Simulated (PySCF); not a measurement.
A species of formula C6H12Ge has this rotational fingerprint, computed with PBE0-D3(BJ)/def2-SVP geometry optimisation, gas phase in PySCF:

```
Rotational constants : A = 2941, B = 1396, C = 1161 MHz
Dipole components    : |μa| = 0.20 D, |μb| = 0.42 D, |μc| = 0.04 D
Inertial defect      : -98.51 u·Å²
κ                    : -0.74
```

Question: Which candidate fits, each taken in the one conformer that was computed?
A. `[CH2:1]=[C:2]([CH2:3][GeH3:4])[CH:5]1[CH2:6][CH2:7]1` with C1–C2–C3–Ge4 -112°, C1–C2–C5–C6 83°
B. `[CH2:1]=[C:2]([CH3:3])[C@@H:4]1[CH2:5][C@@H:6]1[GeH3:7]` with C1–C2–C4–C5 -13°
C. `[CH2:1]1[CH2:2][C@H:3]([CH:4]2[CH2:5][CH2:6]2)[GeH2:7]1` with C2–C3–C4–C5 -151°, Ge7–C1–C2–C3 19°, C1–C2–C3–C4 101°, C3–C4–C5–C6 113°, C2–C3–Ge7–C1 15°
D. Ge(vinyl)2Me2, `C=[CH][Ge]([CH3])([CH3])[CH]=C`

Answer: C. It is [CH2]1C[C@H](C2CC2)[GeH2]1, an asymmetric top, point group C1. The candidates at the same level (rigid rotor, commonest isotopes):

| SMILES | A (MHz) | B (MHz) | C (MHz) | μa (D) | μb (D) | μc (D) | Δ (u·Å²) | point group | rotor |
| --- | --- | --- | --- | --- | --- | --- | --- | --- | --- |
| C=[CH][Ge]([CH3])([CH3])[CH]=C | 1991 | 1667 | 1324 | 0.17 | 0.02 | 0.00 | -175.06 | near C2 | asymmetric top |
| [CH2]1C[C@H](C2CC2)[GeH2]1 | 2941 | 1396 | 1161 | 0.20 | 0.42 | 0.04 | -98.51 | C1 | asymmetric top |
| C=C([CH2][GeH3])C1CC1 | 3044 | 1001 | 828.0 | 0.28 | 0.14 | 0.47 | -60.26 | C1 | asymmetric top |
| C=C(C)[C@@H]1C[C@@H]1[GeH3] | 2551 | 1163 | 1008 | 0.55 | 0.50 | 0.65 | -130.92 | C1 | asymmetric top |

`C=C(C)[C@@H]1C[C@@H]1[GeH3]` has B 17 % too low; `C=[CH][Ge]([CH3])([CH3])[CH]=C` has A 32 % too low; `C=C([CH2][GeH3])C1CC1` has C 29 % too low. No structure here is proved a minimum.
